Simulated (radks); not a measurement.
The numbers below are computed, except where a source is named.
Q: These are the eigenvalues of the occupied orbitals of an atom or ion with whole-number occupations (eV). Level of theory: non-relativistic Kohn-Sham, PBE, spin-polarised, spherical densities, point nucleus (a radial shooting solver on a logarithmic mesh with Libxc functionals).

orbital  eigenvalue
1s        -1257.189
2s         -79.5520
2p         -46.6556
3s          -4.6989

Which element is it, and in what charge state? The configuration may be excited. Open shells, if any, are filled with parallel spins first.

A: Z = 12, magnesium, charge 0: Mg in [Ne] 3s2. The list shows which subshells hold electrons but not how many an open one holds; the 1s level, -46.201 hartree, gives Z - s = 9.6 by -(Z - s)^2/2, which with screening narrows Z to a few neighbours, and the depths of the outer levels then fix element, charge and occupations together.
